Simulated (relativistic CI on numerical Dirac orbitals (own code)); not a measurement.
**Level scheme of Ni²⁶⁺**

Computed by Dirac-Coulomb-Breit CI, separate exchange-only KLI orbitals for each configuration, a model potential for QED, unscaled Slater integrals (own radial code, finite nucleus).

Configurations in the expansion: 1s², 1s2s, 1s2p, 1s3s, 1s3p, 1s3d, 1s4s, 1s4p, 1s4d, 1s4f, 1s5s, 1s5p, 1s5d, 1s5f, 1s5g, 1s6s, 1s6p, 1s6d. Levels of other configurations are missing.

| No. | Configuration | Term | J | E (eV) | % | Next component (%) | jj configuration (%) |
| --- | --- | --- | --- | --- | --- | --- | --- |
| 1 | 1s² | ¹S | 0 | 0.0 | 100 |  | closed (100) |
| 2 | 1s2s | ³S | 1 | 7730.1 | 100 |  | 1s 2s (100) |
| 3 | 1s2p | ³P° | 0 | 7762.0 | 100 |  | 1s 2p1/2 (100) |
| 4 | 1s2p | ³P° | 1 | 7764.3 | 89 | 11 ¹P° | 1s 2p1/2 (92) |
| 5 | 1s2s | ¹S | 0 | 7764.7 | 100 |  | 1s 2s (100) |
| 6 | 1s2p | ³P° | 2 | 7785.0 | 100 |  | 1s 2p3/2 (100) |
| 7 | 1s2p | ¹P° | 1 | 7804.6 | 89 | 11 ³P° | 1s 2p3/2 (92) |
| 8 | 1s3s | ³S | 1 | 9161.3 | 100 |  | 1s 3s (100) |
| 9 | 1s3p | ³P° | 0 | 9170.1 | 100 |  | 1s 3p1/2 (100) |
| 10 | 1s3s | ¹S | 0 | 9170.5 | 100 |  | 1s 3s (100) |
| 11 | 1s3p | ³P° | 1 | 9170.7 | 88 | 12 ¹P° | 1s 3p1/2 (93) |
| 12 | 1s3p | ³P° | 2 | 9176.9 | 100 |  | 1s 3p3/2 (100) |
| 13 | 1s3d | ³D | 2 | 9181.5 | 65 | 35 ¹D | 1s 3d3/2 (100) |
| 14 | 1s3d | ³D | 1 | 9181.6 | 100 |  | 1s 3d3/2 (100) |
| 15 | 1s3p | ¹P° | 1 | 9182.3 | 88 | 12 ³P° | 1s 3p3/2 (93) |
| 16 | 1s3d | ³D | 3 | 9183.8 | 100 |  | 1s 3d5/2 (100) |
| 17 | 1s3d | ¹D | 2 | 9184.1 | 65 | 35 ³D | 1s 3d5/2 (100) |
| 18 | 1s4s | ³S | 1 | 9657.0 | 100 |  | 1s 4s (100) |
| 19 | 1s4p | ³P° | 0 | 9660.6 | 100 |  | 1s 4p1/2 (100) |
| 20 | 1s4s | ¹S | 0 | 9660.8 | 100 |  | 1s 4s (100) |
| 21 | 1s4p | ³P° | 1 | 9660.9 | 88 | 12 ¹P° | 1s 4p1/2 (93) |
| 22 | 1s4p | ³P° | 2 | 9663.5 | 100 |  | 1s 4p3/2 (100) |
| 23 | 1s4d | ³D | 2 | 9665.4 | 66 | 34 ¹D | 1s 4d3/2 (100) |
| 24 | 1s4d | ³D | 1 | 9665.4 | 100 |  | 1s 4d3/2 (100) |
| 25 | 1s4p | ¹P° | 1 | 9665.7 | 88 | 12 ³P° | 1s 4p3/2 (93) |
| 26 | 1s4d | ³D | 3 | 9666.4 | 100 |  | 1s 4d5/2 (100) |
| 27 | 1s4f | ³F° | 3 | 9666.5 | 57 | 43 ¹F° | 1s 4f5/2 (100) |
| 28 | 1s4f | ³F° | 2 | 9666.5 | 100 |  | 1s 4f5/2 (100) |
| 29 | 1s4d | ¹D | 2 | 9666.5 | 66 | 34 ³D | 1s 4d5/2 (100) |
| 30 | 1s4f | ³F° | 4 | 9667.0 | 100 |  | 1s 4f7/2 (100) |
| 31 | 1s4f | ¹F° | 3 | 9667.0 | 57 | 43 ³F° | 1s 4f7/2 (100) |
| 32 | 1s5s | ³S | 1 | 9885.1 | 100 |  | 1s 5s (100) |
| 33 | 1s5p | ³P° | 0 | 9887.0 | 100 |  | 1s 5p1/2 (100) |
| 34 | 1s5s | ¹S | 0 | 9887.1 | 100 |  | 1s 5s (100) |
| 35 | 1s5p | ³P° | 1 | 9887.1 | 88 | 12 ¹P° | 1s 5p1/2 (93) |
| 36 | 1s5p | ³P° | 2 | 9888.5 | 100 |  | 1s 5p3/2 (100) |
| 37 | 1s5d | ³D | 2 | 9889.4 | 67 | 33 ¹D | 1s 5d3/2 (99) |
| 38 | 1s5d | ³D | 1 | 9889.4 | 100 |  | 1s 5d3/2 (100) |
| 39 | 1s5p | ¹P° | 1 | 9889.6 | 88 | 12 ³P° | 1s 5p3/2 (93) |
| 40 | 1s5d | ³D | 3 | 9889.9 | 100 |  | 1s 5d5/2 (100) |
| 41 | 1s5f | ³F° | 3 | 9890.0 | 57 | 43 ¹F° | 1s 5f5/2 (100) |
| 42 | 1s5f | ³F° | 2 | 9890.0 | 100 |  | 1s 5f5/2 (100) |
| 43 | 1s5d | ¹D | 2 | 9890.0 | 67 | 33 ³D | 1s 5d5/2 (99) |
| 44 | 1s5f | ³F° | 4 | 9890.2 | 100 |  | 1s 5f7/2 (100) |
| 45 | 1s5g | ³G | 4 | 9890.2 | 55 | 45 ¹G | 1s 5g7/2 (100) |
| 46 | 1s5g | ³G | 3 | 9890.2 | 100 |  | 1s 5g7/2 (100) |
| 47 | 1s5f | ¹F° | 3 | 9890.2 | 57 | 43 ³F° | 1s 5f7/2 (100) |
| 48 | 1s5g | ³G | 5 | 9890.4 | 100 |  | 1s 5g9/2 (100) |
| 49 | 1s5g | ¹G | 4 | 9890.4 | 55 | 45 ³G | 1s 5g9/2 (100) |
| 50 | 1s6s | ³S | 1 | 10008.6 | 100 |  | 1s 6s (100) |
| 51 | 1s6p | ³P° | 0 | 10009.7 | 100 |  | 1s 6p1/2 (100) |
| 52 | 1s6s | ¹S | 0 | 10009.7 | 100 |  | 1s 6s (100) |
| 53 | 1s6p | ³P° | 1 | 10009.7 | 88 | 12 ¹P° | 1s 6p1/2 (93) |
| 54 | 1s6p | ³P° | 2 | 10010.5 | 100 |  | 1s 6p3/2 (100) |
| 55 | 1s6d | ³D | 2 | 10011.1 | 67 | 33 ¹D | 1s 6d3/2 (99) |
| 56 | 1s6d | ³D | 1 | 10011.1 | 100 |  | 1s 6d3/2 (100) |
| 57 | 1s6p | ¹P° | 1 | 10011.2 | 88 | 12 ³P° | 1s 6p3/2 (93) |
| 58 | 1s6d | ³D | 3 | 10011.4 | 100 |  | 1s 6d5/2 (100) |
| 59 | 1s6d | ¹D | 2 | 10011.4 | 67 | 33 ³D | 1s 6d5/2 (99) |

Energies count from the lowest computed level; ° marks odd parity. Filled j subshells are mostly left out of the jj labels.

The mean weight of the leading LS term, summed over parents, in these 59 levels is 89 %, and that of the leading jj configuration (from the same eigenvectors) 99 %.

At this charge energies of transitions that change n are usually good to better than 1 %, and those within a shell (Δn = 0) to a few per cent.

LS names give the leading component of a level, which can be under half, so a name can repeat, a term be missing and a line seem to break the LS rules.
